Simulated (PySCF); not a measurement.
Structure with atom numbers: `[CH3:1][CH:2]([CH3:3])[SiH2:4][GeH3:5]` (H(Xn): hydrogen on atom n).

Geometry: PBE0-D3(BJ)/def2-SVP; GIAO absolute shieldings from PySCF 2.14, gas phase, non-relativistic, averaged over equivalent atoms.

At PBE0/pcSseg-1 (176 basis functions, 19 s wall time on 1 thread of an Arm Neoverse V2, shared host):
| atoms | σ (ppm) |
| --- | --- |
| C1/C3 | 163.5 |
| C2 | 172.1 |
| Si4 | 401.3 |
| Ge5 | 1699.5 |
| H(Si4) | 27.23 |
| H(Ge5) | 27.82 |
| H(C2) | 30.04 |
| H(C1)/H(C3) | 30.18 |

**Question.** What do these become at HF/pcSseg-1?

**Answer.** 
```tsv
atoms	σ at HF/pcSseg-1	change
C1/C3	171.8	+8.3
C2	184.4	+12.3
Si4	437.5	+36.2
Ge5	1808.0	+108.5
H(Si4)	28.02	+0.79
H(Ge5)	28.45	+0.63
H(C2)	30.94	+0.90
H(C1)/H(C3)	30.66	+0.48
```

The largest change is at Ge5 (germanium bonded to Si, 3 H). Cost: 176 basis functions, 9.6 s wall time on 1 thread of an Arm Neoverse V2, shared host.

Relativistic effects, spin–orbit coupling among them, are left out; they matter for Ge and for the light atoms bonded to it.
